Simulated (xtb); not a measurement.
GaHFBr, SMILES [F][GaH][Br]. All values are semi-empirical tight-binding results from xtb (GFN2-xTB unless named), good for trends rather than for accurate numbers. The structure is a stationary point at GFN2-xTB.

Optimised geometry:

```xyz
4

Ga    -0.3619     0.8836     0.0000
H     -1.7147     1.5752     0.0000
F      1.0067     1.9620     0.0000
Br     0.1107    -1.3321     0.0000
```

For metal compounds this method's bond lengths and energies can be far off.

| Item | Value |
|---|---|
| point group as xtb finds it | Cs |
| orbital gap | 4.56 eV |
| zero-point energy | 5.0 kcal/mol |
| G − E(el) at 298.15 K (modified RRHO) | -13.8 kcal/mol |

Computed atomic charges and the Wiberg bond orders between heavy atoms:
charges (e) Ga1 0.23, H2 0.05, F3 -0.26, Br4 -0.02. Bond orders Ga1–F3 1.17, Ga1–Br4 1.31.
